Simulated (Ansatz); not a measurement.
```yaml
atoms:
  - { symbol: C, position_ang: [0.0000, -0.2568, -1.2710] }
  - { symbol: C, position_ang: [0.0000, 0.5795, 0.0000] }
  - { symbol: C, position_ang: [0.0000, -0.2568, 1.2710] }
  - { symbol: H, position_ang: [0.0000, 0.3730, -2.1741] }
  - { symbol: H, position_ang: [0.8875, -0.9088, -1.3208] }
  - { symbol: H, position_ang: [-0.8875, -0.9088, -1.3208] }
  - { symbol: H, position_ang: [-0.8792, 1.2471, 0.0000] }
  - { symbol: H, position_ang: [0.8792, 1.2471, 0.0000] }
  - { symbol: H, position_ang: [0.0000, 0.3730, 2.1741] }
  - { symbol: H, position_ang: [-0.8875, -0.9088, 1.3208] }
  - { symbol: H, position_ang: [0.8875, -0.9088, 1.3208] }
```

Basis set: cc-pVDZ (spherical functions). Correlated methods keep 3 orbitals frozen. Charge 0, multiplicity 1.

Computed with Ansatz (development build ahead of 0.2.0); each method stands on the lowest determinant of its kind that the runs found. Restricted open shells among the atoms or ions are ROHF, correlated in semicanonical orbitals with singles.

The atomization energy at this shape (free ground-state atoms in the same class of orbitals less the molecule, no zero-point energy) of singlet C₃H₈:

| method | atomization energy |
| --- | --- |
| RHF | 3231.0 kJ/mol |

(1) What does RHF-MP2 give?

## Answers

(1) 3964.4 kJ/mol.
